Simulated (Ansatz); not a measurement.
A CCSD(T) single point on C₅H₅Al (`C#[C][Al]([CH3])[C]#C`).

```yaml
crystal:
  periodic: [false, false, false]
  atoms:
    - {symbol: C, position_ang: [2.757927, -0.681396, -1.203532]}
    - {symbol: C, position_ang: [1.674206, -0.413145, -0.735305]}
    - {symbol: Al, position_ang: [-0.014421, -0.002853, 0.046791]}
    - {symbol: C, position_ang: [-0.265899, -0.093827, 1.965143]}
    - {symbol: C, position_ang: [-1.422154, 0.494309, -1.136881]}
    - {symbol: C, position_ang: [-2.335280, 0.813343, -1.864949]}
    - {symbol: H, position_ang: [3.710797, -0.916352, -1.621468]}
    - {symbol: H, position_ang: [-0.040812, -1.098367, 2.337423]}
    - {symbol: H, position_ang: [-1.283950, 0.160877, 2.266466]}
    - {symbol: H, position_ang: [0.421718, 0.586673, 2.477552]}
    - {symbol: H, position_ang: [-3.136729, 1.093738, -2.510637]}
basis:
  gaussian: {orbitals: def2-TZVPP}
correlation: {method: ccsd_t}
output: {orbitals: {seedname: orbitals}}
```

```sh
$ ansatz run in.yaml --threads 4 --pin off --events-out ev --progress --plain
```

The program prints (abridged):

```
Functional definition: HF
1597 factors; integrals over basis functions are off by at most 1.1e-3 eV
mean field evaluation 1: about -11809.3849 eV, gradient 4.2e1 eV
mean field evaluation 2: about -11809.7349 eV, gradient 4.2e1 eV
mean field evaluation 4: about -11814.2802 eV, gradient 3.6e0 eV
mean field evaluation 8: about -11814.3361 eV, gradient 2.7e-1 eV
mean field -11814.33664952 eV, -434.1688638250 hartree, gradient 2.5e-6 eV, S^2 0.000000; 0 other end points of the search recorded, 0 dependent functions left out
10 core orbitals not correlated: weight in the atoms' cores, before any rotation towards them, 1.000 or more for the frozen orbitals, at most 0.000 for the correlated occupied ones
reference -11814.33664952 eV, -434.1688638250 hartree; 14, 14 occupied and 243, 243 virtual orbitals, 1597 factors
second order -22.86840933 eV of doubles, -0.00000000 eV of singles
cycle   1  -22.95288599 eV  change   -8.4e-2 eV  update   1.2e-1
cycle   2  -23.62928946 eV  change   -6.8e-1 eV  update   3.6e-2
cycle   3  -23.77113624 eV  change   -1.4e-1 eV  update   1.7e-2
cycle   4  -23.77353550 eV  change   -2.4e-3 eV  update   4.6e-3
cycle   5  -23.77667941 eV  change   -3.1e-3 eV  update   1.6e-3
cycle   6  -23.77737952 eV  change   -7.0e-4 eV  update   5.1e-4
cycle   7  -23.77745653 eV  change   -7.7e-5 eV  update   1.6e-4
cycle   8  -23.77755157 eV  change   -9.5e-5 eV  update   6.4e-5
cycle   9  -23.77756198 eV  change   -1.0e-5 eV  update   2.6e-5
perturbative correction -1.22674132 eV, -0.0450819119 hartree
Total energy: -11839.34095282 eV, -435.0877550227 hartree
```

It took 52 s on 4 threads of a server CPU on a shared host, with 7.2 GiB of host memory at the peak.

MP2 recovers 91.5 % of the CCSD(T) correlation energy and the triples give 4.9 %; T1 = 0.0129.
